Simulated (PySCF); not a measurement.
From computed data to an observable: oscillator strength and radiative lifetime

GeCl2, SMILES [Cl][Ge][Cl] (connectivity only; charge and spin as stated), neutral, multiplicity 1.

Geometry: PBE0-D3(BJ)/def2-TZVP. The isomer is the one that the SMILES or the coordinates give; other isomers of the formula were not compared.

TDA-B3LYP/def2-SVPD in PySCF puts the first singlet state with f over 0.02 at 3.98 eV (vertical), with the transition dipole (0.514, 0.000, 0.000) in atomic units.

Q: Find the oscillator strength, the wavelength and the radiative lifetime that this transition would have in vacuum if emission retraced absorption.

A: 
|μ|² = 0.2642 au, so |μ| = 1.31 D. ΔE = 3.98/27.211 = 0.1463 hartree. f = (2/3) ΔE |μ|² = 0.026 (the program prints 0.026).
λ = 1239.84/3.98 = 312 nm; ν = 32101 cm⁻¹.
Einstein's coefficient A = 0.6670 ν² f s⁻¹ (ν in cm⁻¹) = 1.8e7 s⁻¹, so τ = 1/A = 56 ns. This state is S1. The figure is the radiative limit of this one transition; relaxation, internal conversion, crossing to triplets and a medium change what is measured.
